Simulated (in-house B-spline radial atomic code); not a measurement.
Atomic self-consistent-field run: the cadmium ion Cd⁵⁺ (an excited or competing configuration). Computed with a radial B-spline atomic code at the basis-set limit: Dirac-Hartree-Fock, average of configuration, Fermi nucleus of rms radius 4.6087 fm.

Command:
```bash
python run_scf.py task.json out
```
Settings (nuclear radius in fm, mass in u):
```
Z                48
configuration    [Kr] 4d6 7p1
hamiltonian      dirac
method           hf
spin_polarised   False
nucleus          fermi
rms_radius       4.6087
atomic_mass      113.90336
speed_of_light   137.035999084
```

Output (hartree, bohr):
```
 radial grid: 75 intervals, B-splines of order 8, outer radius 42.9825 bohr

 iter        energy (Eh)    residual
    1       -5568.920401    8.22e-01
    2       -5581.574639    3.26e-01
    3       -5583.864950    1.09e-01
    4       -5584.084891    3.60e-02
    5       -5584.105785    1.15e-02
    6       -5584.109185    1.39e-03
    7       -5584.109208    7.63e-05
    8       -5584.109208    8.56e-06
    9       -5584.109208    8.02e-07
   10       -5584.109208    2.48e-08

 total energy                     -5584.10921
 kinetic                            5856.8054
 electron-nucleus                 -13410.5071
 electron-electron                  1969.5925

 first-order corrections (not in the total)
   Gaunt                             4.2766
   retardation                      -0.4340
   frequency dependence             -0.0346
   self-energy                       2.8906
   Uehling                          -0.3648
   Wichmann-Kroll                    0.0070
   recoil                            0.0185

 orbital      occ     eigenvalue          <r>       <r^2>       <1/r>     <1/r^2>       r_max    small
 1s1/2      2.000      -990.7965    0.0303903  0.00124921     50.6418     5504.15     0.01968  3.10e-02
 2s1/2      2.000      -153.2657      0.13105   0.0203139     11.7169     627.822      0.1112  6.54e-03
 2p1/2      2.000      -142.4834     0.111315   0.0152274       11.66     201.462     0.08607  6.52e-03
 2p3/2      4.000      -135.3771     0.116441   0.0165347     10.9304     162.749     0.09037  6.25e-03
 3s1/2      2.000       -32.7380     0.355841    0.144881     4.13019     122.097      0.3229  1.87e-03
 3p1/2      2.000       -28.3739     0.347764    0.140522     4.02788     39.0304        0.31  1.81e-03
 3p3/2      4.000       -27.0631     0.358302    0.148969      3.8536     31.8642      0.3197  1.74e-03
 3d3/2      4.000       -19.4139     0.331465    0.130587     3.67692     17.0614      0.2643  1.61e-03
 3d5/2      6.000       -19.1515     0.334894    0.133156     3.63139     16.5588      0.2671  1.59e-03
 4s1/2      2.000        -7.9459     0.863501    0.839824      1.5938     23.7166      0.7897  4.80e-04
 4p1/2      2.000        -6.4031     0.909902     0.93928     1.49013     7.32221      0.8196  4.32e-04
 4p3/2      4.000        -6.1628      0.93367    0.988517     1.44106     6.06017      0.8414  4.15e-04
 4d3/2      2.400        -3.8275      1.07495     1.33466     1.21752     2.73161       0.926  3.13e-04
 4d5/2      3.600        -3.7927      1.08443     1.35785     1.20486     2.65365      0.9344  3.08e-04
 7p1/2      0.333        -0.6921      6.40222     45.6905    0.212511    0.262411       6.774  2.55e-05
 7p3/2      0.667        -0.6844      6.47575      46.741    0.209619    0.224991       6.858  2.50e-05
```

Run time, properties included: 1.2 s on 1 thread of Arm Neoverse V2, with other jobs on the host.

For the Dirac Hamiltonian the kinetic term is c α·p + (β - 1)c².
